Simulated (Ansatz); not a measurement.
```xyz
10

C     0.0670    0.0169   -0.0276
C     1.4062   -0.0449    0.0700
C    -0.7769    1.2437   -0.0542
C    -0.6514   -1.1923    0.0848
H     2.0197   -0.8797   -0.0029
H     2.0415    0.8759   -0.0325
H    -1.6995    1.2945    0.0116
H    -0.1761    2.2000    0.1093
H    -1.8613   -1.2260    0.0401
H    -0.1916   -2.2237   -0.0278
```

Basis set: STO-3G (spherical functions). Left uncorrelated: 4 orbitals. Charge 0, multiplicity 3.

Computed with Ansatz (development build ahead of 0.2.0); each method stands on the lowest determinant of its kind that the runs found.

The atomization energy at this shape (free ground-state atoms in the same class of orbitals less the molecule, no zero-point energy) of triplet C₄H₆:

| method | atomization energy |
| --- | --- |
| UHF-MP2 | 3901.9 kJ/mol |

Question: What does UHF give?

Answer: 3577.7 kJ/mol. Caution: the shape is not the minimum; the unrestricted determinant is spin contaminated.

This basis has no polarisation functions and is too small for such energies, which can lie far from measured ones in either direction.
